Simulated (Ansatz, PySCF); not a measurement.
Caution: the highest occupied level lies above zero, so the state may not be bound. This singlet lies 1.12 eV below the relaxed triplet at the level frozen-core CCSD(T)/aug-cc-pVTZ // PBE0-D3(BJ)/def2-TZVPD (Ansatz, a first-principles code).

Cartesian coordinates (Å):
```xyz
5

N     -0.6349    -0.0102    -0.0026
Al     0.9542    -0.9578     0.0026
H     -0.7367     0.9959    -0.0036
H     -1.5439    -0.4481    -0.0039
H      1.9613     0.4202     0.0074
```
Charge -1, spin multiplicity 1.

Problem. Give the HOMO and total energy at the level PBE0-D3(BJ)/def2-TZVPD (PySCF).

Solution. 
- HOMO: 0.62 eV
- total energy: -8132.11 eV
